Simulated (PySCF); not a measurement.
Si(F)2(Cl)(Et) (C2H5ClF2Si), SMILES [Si](F)(CC)(Cl)F.

The structure is a stationary point at r2SCAN-D4/def2-SVP. One conformer was computed; it need not be the lowest.

The numbers are results of PySCF 2.14.0 with TDA-PBE/def2-SVPD, not measurements.

Vertical excitations. The molecule is in vacuum.

Computed lowest excited states:
| state | energy (eV) | λ (nm) | f | main pairs |
|---|---|---|---|---|
| S1 | 7.53 | 165 | 0.069 | HOMO→LUMO 97 % |
| S2 | 7.80 | 159 | 0.026 | HOMO−1→LUMO 97 % |
| S3 | 7.95 | 156 | 0.014 | HOMO−2→LUMO 96 % |
| S4 | 8.07 | 154 | 0.042 | HOMO→LUMO+1 93 % |
| S5 | 8.39 | 148 | 0.002 | HOMO−3→LUMO 99 % |
| S6 | 8.41 | 148 | 0.004 | HOMO−1→LUMO+1 77 % |
| S7 | 8.50 | 146 | 0.005 | HOMO−2→LUMO+1 72 %, HOMO→LUMO+2 23 % |
| S8 | 8.55 | 145 | 0.036 | HOMO→LUMO+2 44 %, HOMO→LUMO+3 33 %, HOMO−2→LUMO+1 9 % |
| S9 | 8.67 | 143 | 0.024 | HOMO→LUMO+3 57 %, HOMO→LUMO+2 11 %, HOMO−2→LUMO+1 9 % |
| S10 | 8.78 | 141 | 0.010 | HOMO−1→LUMO+2 88 % |
| T1 | 7.23 | 171 | 0 | HOMO→LUMO 99 % |
| T2 | 7.56 | 164 | 0 | HOMO−1→LUMO 98 % |
| T3 | 7.71 | 161 | 0 | HOMO−2→LUMO 83 %, HOMO→LUMO+1 15 % |
| T4 | 7.77 | 160 | 0 | HOMO→LUMO+1 82 %, HOMO−2→LUMO 15 % |
Triplets are in the Tamm–Dancoff approximation.
